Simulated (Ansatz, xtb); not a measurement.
**BClH3NO2: where a starting geometry ends**

The starting geometry of this gas-phase singlet was built from a drawn formula by distance geometry and a force field; its bonds are those of `O=[B-](Cl)[NH2+]O`.

```xyz
8

B     0.0674    1.9981   -1.7622
Cl   -1.4753    1.1295   -1.2833
N     1.4307    1.3974   -1.4172
O     0.0359    3.1294   -2.3714
O     2.1052    1.1432   -2.5672
H     1.3158    0.4294   -0.9217
H     2.0142    2.0149   -0.8307
H     2.9617    0.7765   -2.3247
```

**Question.** Predict what it relaxes into with r2SCAN-D4/def2-SVP.

**Answer.** It keeps its bonds, and is `O=[B-](Cl)[NH2+]O`.

The energy falls by 0.73 eV over 24 steps:

```json
{"step": "1", "E − E(last) (eV)": "0.729"}
{"step": "4", "E − E(last) (eV)": "0.132"}
{"step": "6", "E − E(last) (eV)": "0.123"}
{"step": "9", "E − E(last) (eV)": "0.058"}
{"step": "11", "E − E(last) (eV)": "0.028"}
{"step": "14", "E − E(last) (eV)": "0.013"}
{"step": "16", "E − E(last) (eV)": "0.005"}
{"step": "19", "E − E(last) (eV)": "0.001"}
{"step": "21", "E − E(last) (eV)": "0.000"}
{"step": "24", "E − E(last) (eV)": "0.000"}
```

Final geometry (Å):

```yaml
atoms:
  - { symbol: B, position_ang: [-0.0920, 2.0671, -1.5949] }
  - { symbol: Cl, position_ang: [-1.1166, 0.9771, -2.5578] }
  - { symbol: N, position_ang: [1.4885, 1.5174, -1.5700] }
  - { symbol: O, position_ang: [-0.1880, 3.1168, -0.9306] }
  - { symbol: O, position_ang: [1.8579, 0.3418, -2.2508] }
  - { symbol: H, position_ang: [1.6825, 1.4432, -0.5621] }
  - { symbol: H, position_ang: [2.0132, 2.3317, -1.9172] }
  - { symbol: H, position_ang: [2.8102, 0.2232, -2.0949] }
```

From the same start GFN2-xTB ends elsewhere, in pieces: BClO + H3NO.

The end wasn't checked by frequencies. Run with Ansatz 0.2.0, 46 s on 1 thread of Intel(R) Xeon(R) 6975P-C (Granite Rapids) (shared host).
